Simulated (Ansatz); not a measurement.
A search over several starts for the lowest SCF solution of the cluster BiF3 at the given spin, in a small basis.

```yaml
crystal:
  periodic: [false, false, false]
  atoms:
    - {symbol: Bi, position_ang: [0.622268, -0.217117, 0.404197]}
    - {symbol: F, position_ang: [-1.173077, -0.015371, 1.304980]}
    - {symbol: F, position_ang: [0.585536, 1.556848, -0.558464]}
    - {symbol: F, position_ang: [-0.034727, -1.324360, -1.150713]}
basis:
  gaussian: {orbitals: def2-SVP, initial_orbitals: start.molden}
hamiltonian: {xc: pbe0, dispersion: d4}
output: {orbitals: {seedname: orbitals}}
```

The file start.molden holds the orbitals of an earlier run on this structure, at another level or in another basis.

```sh
$ ansatz run in.yaml --threads 4 --pin off --events-out ev --progress --plain --max-ram 3916MiB
```

Shortened log:

```
Functional definition: PBE0
711 factors; integrals over basis functions are off by at most 1.9e-4 eV
mean field evaluation 1: about -13977.8856 eV, gradient 2.9e1 eV
mean field evaluation 2: about -13978.3152 eV, gradient 6.1e-1 eV
mean field evaluation 4: about -13978.3980 eV, gradient 3.7e-3 eV
mean field evaluation 8: about -13971.5909 eV, gradient 6.1e1 eV
mean field evaluation 16: about -13978.3980 eV, gradient 3.2e-2 eV
mean field -13978.39796713 eV, -513.6966503934 hartree, gradient 1.1e-5 eV, S^2 0.000000; 1 other end points of the search recorded, 0 dependent functions left out
reference -13978.39798747 eV, -513.6966511410 hartree; 25, 25 occupied and 43, 43 virtual orbitals, 711 factors
Total energy: -13978.45976680 eV, -513.6989214896 hartree
```

It took 0.75 s on 4 threads of Arm Neoverse V1 on a shared host.

In the def2 sets Bi takes a core potential; there is no spin–orbit coupling. The structure comes from a short search, and lower isomers may exist.
